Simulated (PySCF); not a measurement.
trifluoroacetic acid (C2HF3O2), SMILES O=C(O)C(F)(F)F. Atoms are numbered in the order given.

```xyz
8

O      1.0548     1.5214     0.0000
C     -0.1569     0.9403     0.0000
O     -1.2213     1.5109     0.0000
C     -0.0006    -0.6035     0.0000
F      0.6784    -1.0052     1.0937
F     -1.2034    -1.1863     0.0000
F      0.6784    -1.0052    -1.0937
H      0.8968     2.4914     0.0000
```

The structure is a stationary point at PBE-D3(BJ)/def2-SVP. One conformer was computed; it need not be the lowest.

Two levels are set side by side: PBE/pcSseg-1 (PySCF) and B3LYP/pcSseg-1 (PySCF). GIAO shifts against CFCl3 (¹⁹F), H2O (¹⁷O), TMS (¹H), TMS (¹³C) at the same level; non-relativistic, no solvent, atoms listed together averaged. Differences are taken from unrounded values.

```tsv
quantity	B3LYP
δ(¹⁷O) of O1 (ppm)	218.4
δ(¹³C) of C2 (ppm)	169.0
δ(¹⁷O) of O3 (ppm)	459.6
δ(¹³C) of C4 (ppm)	128.9
δ(¹H) of H8 (ppm)	6.87
```

Task: What does PBE give, and how far is it from B3LYP? (The exact figures need the calculation; the answer reports its results.)

Result: 
```json
[
 {"quantity": "δ(¹⁷O) of O1 (ppm)", "PBE": "227.4", "PBE minus B3LYP": "9.0"},
 {"quantity": "δ(¹³C) of C2 (ppm)", "PBE": "165.1", "PBE minus B3LYP": "-3.9"},
 {"quantity": "δ(¹⁷O) of O3 (ppm)", "PBE": "446.9", "PBE minus B3LYP": "-12.7"},
 {"quantity": "δ(¹³C) of C4 (ppm)", "PBE": "131.9", "PBE minus B3LYP": "2.9"},
 {"quantity": "δ(¹H) of H8 (ppm)", "PBE": "6.67", "PBE minus B3LYP": "-0.20"}
]
```

Rough cost on one machine, each run with all the roots and properties that it gave: B3LYP against PBE within a factor of 2.
